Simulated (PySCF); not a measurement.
**Distorted geometries of [Bi(CCH)]2+**

[Bi(CCH)]2+ (singlet). PySCF 2.14.0, RKS PBE, Bi def2-SVP with ECP60, C def2-SVP, H def2-SVP; non-relativistic Hamiltonian with scalar-relativistic core potentials where named; density fitting; no spin-orbit coupling. Relaxed geometry:

```xyz
4

Bi    0.0000    0.0000   -0.2221
C     0.0000    0.0000    1.8686
C     0.0000    0.0000    3.1291
H     0.0000    0.0000    4.2343
```

Order these distorted geometries by energy above the relaxed one, lowest first.
A.
```xyz
4

Bi   -0.0789    0.1031   -0.1576
C    -0.1767    0.1250    1.7497
C     0.2053   -0.3422    3.2084
H     0.0502    0.1140    4.2094
```
B.
```xyz
4

Bi   -0.0033   -0.0417   -0.1942
C     0.0005    0.0067    1.8453
C     0.0007   -0.0219    3.1100
H     0.0022    0.0569    4.2489
```
C.
```xyz
4

Bi   -0.0690    0.0234   -0.2701
C    -0.1035    0.2105    1.6193
C    -0.0221   -0.0602    3.4526
H     0.1946   -0.1736    4.2081
```

B (0.06 eV), A (3.22 eV), C (9.12 eV).

Which forces (eV/Å) act in the one that lies 0.06 eV up?


```
Bi   0.00 -0.02 -1.14
C    0.00 -0.15  1.43
C    0.01  0.40  0.78
H    0.00 -0.23 -1.06
```
Forces carry noise of the integration grid, about 0.01 to 0.03 eV/Å.
